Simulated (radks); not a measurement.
Nb7+, 34 electrons, occupied as [Ar] 3d9.75 4s2 4p4 4d0.25 (fractional occupations, a model configuration). Calculated with a radial shooting solver on a logarithmic mesh with Libxc functionals: scalar-relativistic Kohn-Sham, OLYP, spin-unpolarised, spherical densities, point nucleus.

Unscreened Slater integrals over Kohn-Sham orbitals (cm^-1). Empty in this configuration: 5s.

| integral | value |
|---|---|
| F0(4d,4d) | 144920 |
| F2(4d,4d) | 75222 |
| F4(4d,4d) | 50483 |
| F0(4d,4p) | 155650 |
| F2(4d,4p) | 80118 |
| G1(4d,4p) | 101070 |
| G3(4d,4p) | 63064 |
| F0(4d,4s) | 160050 |
| G2(4d,4s) | 75941 |
| F0(4d,3d) | 191480 |
| F2(4d,3d) | 41513 |
| F4(4d,3d) | 18956 |
| G0(4d,3d) | 14286 |
| G2(4d,3d) | 16260 |
| G4(4d,3d) | 12287 |
| F0(4d,5s) | 103710 |
| G2(4d,5s) | 16973 |
| F0(4p,4p) | 169660 |
| F2(4p,4p) | 90415 |
| F0(4p,4s) | 175610 |
| G1(4p,4s) | 120330 |
| F0(4p,3d) | 217460 |
| F2(4p,3d) | 53440 |
| G1(4p,3d) | 17605 |
| G3(4p,3d) | 17060 |
| F0(4p,5s) | 106980 |
| G1(4p,5s) | 10189 |
| F0(4s,4s) | 182400 |
| F0(4s,3d) | 230690 |
| G2(4s,3d) | 20003 |
| F0(4s,5s) | 108310 |
| G0(4s,5s) | 7029.5 |
| F0(3d,3d) | 467880 |
| F2(3d,3d) | 230450 |
| F4(3d,3d) | 146410 |
| F0(3d,5s) | 119680 |
| G2(3d,5s) | 4564.4 |
| F0(5s,5s) | 88624 |

Derived for the open shells (J is the average intra-shell exchange parameter used in DFT+U). 3d: Racah B = F2/49 - 5 F4/441 = 3043 cm^-1, C = 35 F4/441 = 11620 cm^-1, C/B = 3.82, F4/F2 = 0.635, J = (F2 + F4)/14 = 26920 cm^-1. 4p: J = F2/5 = 18080 cm^-1. 4d: Racah B = F2/49 - 5 F4/441 = 962.8 cm^-1, C = 35 F4/441 = 4007 cm^-1, C/B = 4.16, F4/F2 = 0.671, J = (F2 + F4)/14 = 8979 cm^-1.
